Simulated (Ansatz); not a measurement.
Reaction (formal exchange of groups at a B–O bond): `CBOC(=O)O` + `C=[Se]` → `CBC=[Se]` + `O=C(O)O`

Isolated molecules relaxed with PBE0-D4/def2-TZVP in Ansatz; ΔE leaves out vibrations. CCSD(T)/CBS is the MP2 limit (def2-TZVPP, def2-QZVPP) plus CCSD(T) − MP2 in def2-TZVPP, frozen cores. Functionals use def2-TZVPP. B3LYP here is the variant with VWN-RPA as its local correlation; programs differ in this. For Se outer-core shells are correlated without core-valence functions, which leaves a few kJ/mol of doubt a bond. Scalar relativity is left out up to krypton. One conformer a species, not always the lowest.

| level | ΔE (kcal/mol) | difference from CCSD(T)/CBS |
| --- | --- | --- |
| PBE-D4 | 15.7 | -5.0 |
| r2SCAN-D4 | 17.4 | -3.3 |
| PBE0-D4 | 17.6 | -3.1 |
| B3LYP-D4 | 20.2 | -0.5 |
| ωB97X-V | 21.5 | 0.8 |
| B2PLYP | 21.0 | 0.3 |
| r2SCAN | 17.5 | -3.2 |
| PBE0 | 18.0 | -2.7 |
| B3LYP | 21.1 | 0.4 |
| MP2/def2-TZVPP | 19.9 | -0.8 |
| SCS-MP2/def2-TZVPP | 21.9 | 1.2 |
| CCSD/def2-TZVPP | 22.3 | 1.6 |
| CCSD(T)/def2-TZVPP | 21.2 | 0.5 |
| MP2/def2-QZVPP | 19.7 | -1.0 |
| MP2/CBS(def2) | 19.4 | -1.3 |
| CCSD/CBS(def2) | 21.7 | 1.0 |
| CCSD(T)/CBS | 20.7 | 0 |

Largest T1 diagnostic among the species: 0.018.

In def2-TZVPP, CCSD(T) changes the Hartree–Fock value by −5.1 kcal/mol (the triples alone add −1.1 kcal/mol) and MP2 by −6.4 kcal/mol. The D4 term adds −0.9 kcal/mol with B3LYP and −0.5 kcal/mol with PBE0; it sums over pairs of atoms, weighted by their polarisabilities, and B3LYP, whose exchange is more repulsive, gets the larger term.
